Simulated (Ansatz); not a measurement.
`FCNC[SiH3]` → `[CH2]` (triplet) + `FCN[SiH3]` at 400 K and 1 bar (formal loss of a carbene).

Program: Ansatz. Geometries: PBE0-D4/def2-TZVP. ΔE: electronic, gas phase. CCSD(T)/CBS is the MP2 limit (def2-TZVPP, def2-QZVPP) plus CCSD(T) − MP2 in def2-TZVPP, frozen cores. This one scheme is used for every species. Triplets are unrestricted, without spin–orbit coupling. One conformer a species, not always the lowest.

```
          species  CCSD(T)/CBS energy (Eh)  H − E (kJ/mol)  S (J/(mol·K))
     `FCNC[SiH3]`               -524.47248           298.1          383.1
`[CH2]` (triplet)                -39.09499            59.0          205.7
      `FCN[SiH3]`               -485.24366           218.7          345.4
```

H − E and S are ideal-gas, rigid-rotor, harmonic terms from PBE0-D4/def2-TZVP, for one conformer and one mirror image of each species, with the whole ground term of open shells counted as degenerate. 1 Eh = 2625.50 kJ/mol, R = 8.31446 J/(mol·K).

By hand: ΔE, ΔH, ΔS and ΔG.

ΔE = (-39.09499) + (-485.24366) − (-524.47248) = 0.13383 Eh = 351.4 kJ/mol. Δ(H − E) = 59.0 + 218.7 − 298.1 = -20.4, so ΔH = 331.0 kJ/mol. ΔS = 205.7 + 345.4 − 383.1 = 168.0 J/(mol·K). ΔG = 331.0 − 400 × (168.0)/1000 = 263.8 kJ/mol.

By hand: the equilibrium constant, and the temperature at which ΔG would vanish if ΔH and ΔS stayed fixed.

log₁₀ K = −ΔG/(RT ln 10) = -34.4. ΔG = 0 at ΔH/ΔS = 1970 K.

The number of gas molecules changes by +1, which sets the sign of ΔS. A doubt of 5 kJ/mol in ΔE shifts log₁₀ K by 0.7 here. Other conformers and mirror images would add mixing entropy, several J/(mol·K) or more a flexible species. A triplet takes part, so the spin changes. These are equilibria of isolated gas molecules and say nothing of rates. Largest T1 diagnostic: 0.011 (customary marks: 0.02 for closed shells, 0.045 for open ones).
